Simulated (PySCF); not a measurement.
# Polarisability and C₆ of Tl (thallium, neutral)

[Xe] 4f14 5d10 6s2 6p1, 2P determinant. Computed with PySCF 2.14 in aug-cc-pVDZ-PP with ECP60MDF (5s4p3d, 32 functions), with scalar relativity through the core potential. Coupled (time-dependent) response in atomic units; α is the mean over directions. A double-zeta set is small for polarisabilities.

```tsv
method	mean α (bohr³)	α xx, yy, zz	C₆ (like pair)	S(−4)
UHF	76.16	55.44, 117.6, 55.44	788.4	3739
PBE	82.64	55.98, 136.0, 55.98	810.6	5629
PBE0	77.45	54.08, 124.2, 54.08	763.5	4491
B97-3	81.77	57.34, 130.6, 57.34	818.1	5086
M06	84.73	58.24, 137.7, 58.24	786.4	7720
```

S(−4) is the Cauchy moment in α(ω) = α(0) + S(−4) ω² + …

Reference α: 50 ± 2 bohr³ (recommended; Schwerdtfeger and Nagle, table of static dipole polarizabilities (2023 update)). Published C₆: 509.0 (Gould and Bucko (2016)).

Spin-orbit coupling is absent.

α(iu) at PBE:

```csv
u (hartree),α(iu) (bohr³)
0,82.64
0.0500,71.56
0.100,54.44
0.200,32.68
0.300,21.80
0.500,11.74
0.750,6.580
1.00,4.174
1.50,2.086
2.00,1.241
3.00,0.5838
5.00,0.2201
```

A single London oscillator, α(iu) = α/(1 + u²/ω²), gives C₆ = (3/4) ω α². Matching the computed C₆ needs ω = 4 × 810.6 / (3 × 82.64²) = 0.158 hartree.

The components differ because the open shell of this determinant is not spherical; for a pure term their mean is the scalar polarisability.

Energies and moments cover only the electrons outside the core potential. Spin-orbit coupling, absent here, splits the open shell strongly.
